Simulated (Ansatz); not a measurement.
Relaxation of ClGeH₅S (8 atoms, charge 0, multiplicity 1), to a largest force component of 0.03 eV/Å in at most 50 steps.

The calculation used RHF/def2-SVP in Ansatz 0.2.0.

```xyz
8
Properties=species:S:1:pos:R:3:forces:R:3
Ge -0.099 0.200 -0.094 -0.21 0.29 0.05
H -0.149 0.005 1.432 -0.10 0.39 -0.43
H 1.300 0.077 -0.674 0.02 -0.01 0.02
H -0.750 1.523 -0.496 -0.02 0.02 0.01
Cl -1.346 -1.362 -0.965 -0.01 0.03 0.00
S 1.313 -2.583 1.410 -0.39 0.32 0.60
H 0.311 -3.137 0.726 0.01 -0.03 0.01
H 0.506 -1.654 2.007 0.70 -1.03 -0.26
```

Task: Where does it end, and by what steps?

Result: The forces met the threshold. The force dipped under the threshold on the way, but the program's further checks kept it going. After 11 steps the energy has fallen by 0.299 eV; H8 moved furthest, 1.30 Å.

```csv
step,energy less start (eV),largest force component (eV/Å),accepted
0,0.0000,1.025,yes
1,-0.1778,0.381,yes
2,-0.2189,0.383,yes
3,-0.2589,0.200,yes
4,-0.2758,0.115,yes
5,-0.2870,0.158,yes
6,-0.2906,0.221,yes
7,-0.2973,0.105,yes
8,-0.2961,0.283,no
9,-0.2987,0.021,yes
10,-0.2987,0.151,yes
11,-0.2993,0.016,yes
```

```xyz
8
Properties=species:S:1:pos:R:3
Ge -0.204 0.488 -0.269
H -0.250 0.579 1.251
H 1.206 0.250 -0.795
H -0.842 1.715 -0.917
Cl -1.419 -1.226 -0.858
S 1.467 -2.858 1.584
H 0.484 -3.097 0.714
H 0.647 -2.782 2.635
```

Run time: 18 s on 1 thread of Intel(R) Xeon(R) 6975P-C (Granite Rapids), on a shared host, peak memory 0.21 GiB.
